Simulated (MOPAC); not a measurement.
MOPAC input (PM3):

```
PM3 1SCF GEO-OK AUX(PRECISION=9) THREADS=1
C4H8OSi

C    -2.12111200 1    0.92514100 1    0.33471800 1
C    -1.12963800 1    0.04767200 1    0.18144600 1
C    -1.32143000 1   -1.44048300 1    0.24247100 1
C     0.25930500 1    0.57114000 1   -0.06349200 1
O     0.49286900 1    1.76252800 1   -0.14504200 1
Si    1.76241900 1   -0.64138500 1   -0.26065100 1
H    -1.92054400 1    1.98710500 1    0.28061200 1
H    -3.14003800 1    0.60670200 1    0.51526600 1
H    -0.72145700 1   -1.88791200 1    1.03929000 1
H    -2.36477100 1   -1.69234300 1    0.42722900 1
H    -1.01995500 1   -1.92003800 1   -0.69246500 1
H     1.92018800 1   -1.46917800 1    0.95974200 1
H     1.54339200 1   -1.55189900 1   -1.41057600 1
H     2.96361900 1    0.18590500 1   -0.48049900 1
```

From the output:

```
                                                       MOPAC v23.2.5 Linux

          FINAL HEAT OF FORMATION =        -17.28073 KCAL/MOL =     -72.30259 KJ/MOL

          COSMO AREA              =        149.62 SQUARE ANGSTROMS
          COSMO VOLUME            =        146.84 CUBIC ANGSTROMS

          IONIZATION POTENTIAL    =          9.593629 EV
          HOMO LUMO ENERGIES (EV) =         -9.594  0.089
          NO. OF FILLED LEVELS    =         17
          MOLECULAR WEIGHT        =        100.1921         POINT GROUP:  Cs

          MOLECULAR DIMENSIONS (Angstroms)

            Atom       Atom       Distance
            H    14    H     8     6.19865
            H     7    H    11     3.91305
            H    13    H    12     2.33032

          SCF CALCULATIONS        =          1

   ATOM   CHEMICAL          X               Y               Z
  NUMBER   SYMBOL      (ANGSTROMS)     (ANGSTROMS)     (ANGSTROMS)

     1       C         -2.12111200  *   0.92514100  *   0.33471800  *
     2       C         -1.12963800  *   0.04767200  *   0.18144600  *
     3       C         -1.32143000  *  -1.44048300  *   0.24247100  *
     4       C          0.25930500  *   0.57114000  *  -0.06349200  *
     5       O          0.49286900  *   1.76252800  *  -0.14504200  *
     6      Si          1.76241900  *  -0.64138500  *  -0.26065100  *
     7       H         -1.92054400  *   1.98710500  *   0.28061200  *
     8       H         -3.14003800  *   0.60670200  *   0.51526600  *
     9       H         -0.72145700  *  -1.88791200  *   1.03929000  *
    10       H         -2.36477100  *  -1.69234300  *   0.42722900  *
    11       H         -1.01995500  *  -1.92003800  *  -0.69246500  *
    12       H          1.92018800  *  -1.46917800  *   0.95974200  *
    13       H          1.54339200  *  -1.55189900  *  -1.41057600  *
    14       H          2.96361900  *   0.18590500  *  -0.48049900  *

                             CARTESIAN COORDINATES

   1    C       -2.121112000     0.925141000     0.334718000
   2    C       -1.129638000     0.047672000     0.181446000
   3    C       -1.321430000    -1.440483000     0.242471000
   4    C        0.259305000     0.571140000    -0.063492000
   5    O        0.492869000     1.762528000    -0.145042000
   6   Si        1.762419000    -0.641385000    -0.260651000
   7    H       -1.920544000     1.987105000     0.280612000
   8    H       -3.140038000     0.606702000     0.515266000
   9    H       -0.721457000    -1.887912000     1.039290000
  10    H       -2.364771000    -1.692343000     0.427229000
  11    H       -1.019955000    -1.920038000    -0.692465000
  12    H        1.920188000    -1.469178000     0.959742000
  13    H        1.543392000    -1.551899000    -1.410576000
  14    H        2.963619000     0.185905000    -0.480499000

           Empirical Formula: C4 H8 O Si  =    14 atoms

      MOLECULAR POINT GROUP   :   Cs

                  EIGENVALUES
 -38.38029 -34.48478 -27.20560 -23.10547 -18.39719 -16.97513 -16.57739 -15.43337
 -15.04520 -13.98197 -13.72585 -13.39751 -12.94815 -11.76552 -11.67316 -10.26579
  -9.59363   0.08916   0.10251   1.16227   1.57213   2.07710   2.26568   3.20919
   3.77615   3.81610   4.22761   4.39426   4.39576   5.40551   5.49049   6.97511

              NET ATOMIC CHARGES AND DIPOLE CONTRIBUTIONS

  ATOM NO.   TYPE          CHARGE      No. of ELECS.   s-Pop       p-Pop
    1          C          -0.089700        4.0897     1.18436     2.90534
    2          C          -0.210877        4.2109     1.22305     2.98783
    3          C          -0.060054        4.0601     1.12335     2.93670
    4          C           0.184294        3.8157     1.25770     2.55801
    5          O          -0.298458        6.2985     1.86294     4.43552
    6         Si           0.485364        3.5146     0.95859     2.55604
    7          H           0.098724        0.9013     0.90128
    8          H           0.079761        0.9202     0.92024
    9          H           0.050648        0.9494     0.94935
   10          H           0.040879        0.9591     0.95912
   11          H           0.050469        0.9495     0.94953
   12          H          -0.112009        1.1120     1.11201
   13          H          -0.111975        1.1120     1.11198
   14          H          -0.107064        1.1071     1.10706
 DIPOLE           X         Y         Z       TOTAL
 POINT-CHG.    -0.317    -2.101     0.135     2.129
 HYBRID        -0.364    -0.129     0.064     0.392
 SUM           -0.681    -2.230     0.199     2.340

          ATOMIC ORBITAL ELECTRON POPULATIONS

     Atom    s        px        py        pz
    1  C   1.18436   0.96751   0.99663   0.94120
    2  C   1.22305   0.97846   0.97171   1.03766
    3  C   1.12335   1.00732   0.91673   1.01265
    4  C   1.25770   0.90512   0.92543   0.72746
    5  O   1.86294   1.84688   1.26043   1.32821
    6 Si   0.95859   0.83704   0.84302   0.87598
    7  H   0.90128
    8  H   0.92024
    9  H   0.94935
   10  H   0.95912
   11  H   0.94953
   12  H   1.11201
   13  H   1.11198
   14  H   1.10706

 **********************
 *                    *
 * JOB ENDED NORMALLY *
 *                    *
 **********************

 == MOPAC DONE ==
```

The geometry given is a B3LYP-D3(BJ)/def2-TZVP minimum.
